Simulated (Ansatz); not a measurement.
Reaction (formal hydrolysis of a C–C bond): `Cc1ccncc1` + H₂O → `Oc1ccncc1` + CH₄

Isolated molecules relaxed with PBE0-D4/def2-TZVP in Ansatz; ΔE leaves out vibrations. CCSD(T)/CBS adds triple-zeta CCSD(T) − MP2 to the extrapolated MP2 energy (def2 sets, frozen cores). This one scheme is used for every species. Functionals use def2-TZVPP. B3LYP here is the variant with VWN-RPA as its local correlation; programs differ in this. One conformer a species, not always the lowest.

(1) Is it downhill or uphill in electronic energy at CCSD(T)/CBS, and by how much? (Estimate.)

(2) What do these levels give: B97M-V, B3LYP-D4, r2SCANh-D4, CAM-B3LYP-D4, PBE, r2SCANh, RPA@PBE/def2-TZVPP, MP2/def2-SVP, CCSD/def2-SVP, CCSD(T)/def2-SVP, SCS-MP2/def2-TZVPP, HF/CBS(def2)? (Best estimate.)

Largest T1 diagnostic among the species: 0.013.

Answers

(1) Ansatz gave: Uphill: ΔE = +5.5 kcal/mol.

(2) Computed: B97M-V 0.8, B3LYP-D4 2.1, r2SCANh-D4 1.4, CAM-B3LYP-D4 1.8, PBE 0.6, r2SCANh 1.1, RPA@PBE/def2-TZVPP 3.9, MP2/def2-SVP 2.4, CCSD/def2-SVP 1.3, CCSD(T)/def2-SVP 1.2, SCS-MP2/def2-TZVPP 5.1, HF/CBS(def2) 2.0 kcal/mol.

From r2SCAN to r2SCAN0 (25 % exact exchange), in def2-TZVPP and without D4, ΔE moves by +1.2 kcal/mol. In def2-TZVPP, CCSD(T) changes the Hartree–Fock value by +2.6 kcal/mol (the triples alone add −0.0 kcal/mol) and MP2 by +4.3 kcal/mol. At CCSD(T), def2-SVP lies −4.3 kcal/mol from the extrapolated value and def2-TZVPP −1.1 kcal/mol.
